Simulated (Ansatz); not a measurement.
```yaml
crystal:
  periodic: [false, false, false]
  atoms:
    - {symbol: C, position_ang: [-1.316702, -1.803152, -0.115050]}
    - {symbol: N, position_ang: [-0.633796, -0.642456, 0.326893]}
    - {symbol: Mo, position_ang: [-0.234068, 1.021532, 0.186663]}
    - {symbol: C, position_ang: [1.848247, 0.993400, -0.101606]}
    - {symbol: O, position_ang: [-0.912703, 1.590439, -1.233601]}
    - {symbol: Cl, position_ang: [-0.832581, 2.164205, 2.063714]}
    - {symbol: H, position_ang: [-2.052012, -2.116016, 0.633158]}
    - {symbol: H, position_ang: [-0.600323, -2.621121, -0.244220]}
    - {symbol: H, position_ang: [-1.827542, -1.628738, -1.068972]}
    - {symbol: H, position_ang: [2.188834, 2.022525, -0.251925]}
    - {symbol: H, position_ang: [2.308664, 0.576652, 0.799176]}
    - {symbol: H, position_ang: [2.140982, 0.387630, -0.960229]}
basis:
  gaussian: {orbitals: def2-TZVP}
total_charge: -1
magnetization: {spin_polarized: true, initial_magnetization: 1}
hamiltonian: {xc: {name: HF}}
correlation: {method: mp2, frozen_orbitals: {C: 9}}
scf: {lower_state_search: light}
output: {forces: true}
```

```sh
$ ansatz run in.yaml --threads 4 --pin off --events-out ev --progress --plain --max-ram 11315MiB
```

It prints (some lines left out):

```
Functional definition: HF
Error: "frozen_orbitals" has no count for N
```

(1) Something in this input is off. What?

Results:

(1) Frozen orbitals are typed for one element alone, and the program wants a count for each. The input was rejected before any iteration.
